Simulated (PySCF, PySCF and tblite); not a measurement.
A run on one conformer of C3H9B2ClO, numbered as in [CH3:1][CH2:2][O:3][BH:4][CH2:5][BH:6][Cl:7], from an ensemble study. The sound level was KT2/pcSseg-1 (IEF-PCM, acetone) on GFN2-xTB geometries.

Input:

```
{"job": {"xc": "PBE0", "basis": "STO-3G", "grid": 3, "kind": "nmr", "pop": false}, "charge": 0, "multiplicity": 1}
C     -2.048303     0.807166     0.113397
C     -1.433960    -0.580417     0.254021
O     -0.426976    -0.574966     1.244672
B      0.881987    -0.605701     1.095569
C      1.677381    -0.718044    -0.307559
B      2.038718     0.717579    -0.802521
Cl     1.004311     1.556908    -1.867417
H     -2.877437     0.772318    -0.587827
H     -1.305347     1.509488    -0.255742
H     -2.411585     1.154449     1.077339
H     -1.034719    -0.908447    -0.711996
H     -2.194672    -1.296792     0.585826
H      1.484489    -0.551433     2.102136
H      2.578158    -1.298157    -0.115760
H      1.063263    -1.261956    -1.025717
H      2.997094     1.286950    -0.432775
```

Command: OMP_NUM_THREADS=1 python ens_run.py task.json out

Output:

```
coarse grid: 13720 points
cycle   1  E = -696.4311459991  dE =  4.450e-01  |g| = 5.003e-01  |ddm| = 4.794e+00
cycle   2  E = -696.3506145752  dE =  8.053e-02  |g| = 7.749e-01  |ddm| = 1.544e+00
cycle   3  E = -696.5166125965  dE = -1.660e-01  |g| = 8.903e-02  |ddm| = 9.105e-01
cycle   4  E = -696.5189552563  dE = -2.343e-03  |g| = 2.258e-02  |ddm| = 1.423e-01
cycle   5  E = -696.5191103646  dE = -1.551e-04  |g| = 1.983e-03  |ddm| = 3.047e-02
cycle   6  E = -696.5191119608  dE = -1.596e-06  |g| = 6.785e-04  |ddm| = 4.222e-03
final grid: 191680 points
cycle   7  E = -696.4770251818  dE = -3.928e-06  |g| = 8.125e-03  |ddm| = 2.062e-02
cycle   8  E = -696.4770123539  dE =  1.283e-05  |g| = 1.058e-02  |ddm| = 2.158e-02
cycle   9  E = -696.4770442944  dE = -3.194e-05  |g| = 8.067e-04  |ddm| = 1.254e-02
cycle  10  E = -696.4770445070  dE = -2.126e-07  |g| = 6.544e-05  |ddm| = 1.146e-03
cycle  11  E = -696.4770445084  dE = -1.384e-09  |g| = 1.499e-05  |ddm| = 1.034e-04
cycle  12  E = -696.4770445085  dE = -7.230e-11  |g| = 3.928e-06  |ddm| = 2.528e-05
converged SCF energy = -696.4770445085

GIAO shielding tensors (ppm)
atom      isotropic    diamagn.    paramagn.     s11        s22        s33       span
  0 C      217.089     245.516     -28.427    210.026    212.181    229.060     19.034
  1 C      177.644     247.024     -69.380    151.171    167.471    214.291     63.120
  2 O      217.462     376.838    -159.375    -17.550    230.638    439.299    456.849
  3 B       91.173     199.968    -108.794     60.860     84.122    128.538     67.677
  4 C      208.343     246.348     -38.006    163.516    219.183    242.329     78.813
  5 B       57.272     197.308    -140.036     -8.624     44.210    136.229    144.853
  6 Cl     939.835    1131.010    -191.175    773.900    780.031   1265.573    491.674
  7 H       31.805      29.834       1.971     27.436     28.049     39.928     12.492
  8 H       31.919      32.715      -0.796     25.382     30.999     39.376     13.995
  9 H       31.737      30.057       1.680     26.802     28.529     39.879     13.077
 10 H       29.530      34.320      -4.790     26.775     28.426     33.389      6.614
 11 H       29.696      29.840      -0.144     24.891     27.532     36.666     11.774
 12 H       27.884      32.144      -4.259     26.067     27.110     30.476      4.410
 13 H       30.539      29.624       0.914     27.102     27.349     37.166     10.064
 14 H       30.960      33.350      -2.390     28.157     29.499     35.223      7.066
 15 H       26.258      30.625      -4.367     24.475     26.533     27.765      3.290
```

What is wrong with this calculation?

The setting at fault: minimal or split-valence basis without polarisation functions. (The functional and solvent model and integration grid also differ from the sound level's.) The calculation finished and met its thresholds.
